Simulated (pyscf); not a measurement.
## HO–Ti(Cl)(Cl)–Cl (SMILES [OH][Ti]([Cl])([Cl])[Cl]), singlet

Gas-phase minimum from PySCF at ωB97X-D3(BJ)/def2-SVP, one conformer. 

```
Ti
O 1 1.7229
H 2 0.9639 1 148.74
Cl 1 2.1668 2 108.69 3 58.24
Cl 1 2.1669 2 108.71 3 -59.83
Cl 1 2.1686 2 109.68 3 179.20
```
Charge 0, spin multiplicity 1.

Properties at ωB97X-D3(BJ)/def2-SVP:

```yaml
harmonic_wavenumbers_unscaled: 71, 119, 119, 142, 174, 222, 256, 421, 508, 521, 882, 3936 cm⁻¹
zero_point_energy: 10.5 kcal/mol
rotational_symmetry_number: 1
Entropy of this conformer at 298 K and 1 atm, rigid rotor and harmonic oscillator, modes under 100 cm⁻¹ raised to 100: 381.6 J/(mol K)
dipole_moment: 2.98 D
```

Single-point totals, which compare only within one level:

| level | total energy (hartree) |
|---|---|
| ωB97X-D3(BJ)/def2-TZVP | -2306.23725 |
| PBE/def2-TZVP | -2305.39187 |
| r²SCAN/def2-TZVP | -2306.09822 |
| B3LYP-D3(BJ)/def2-TZVP | -2306.31199 |
| PBE0-D3(BJ)/def2-TZVP | -2305.50471 |
| M06-2X/def2-TZVP | -2306.10768 |
| ωB97M-D3(BJ)/def2-TZVP | -2306.42177 |

Soft torsions are taken as harmonic, which can shift the entropy by several J/(mol K).
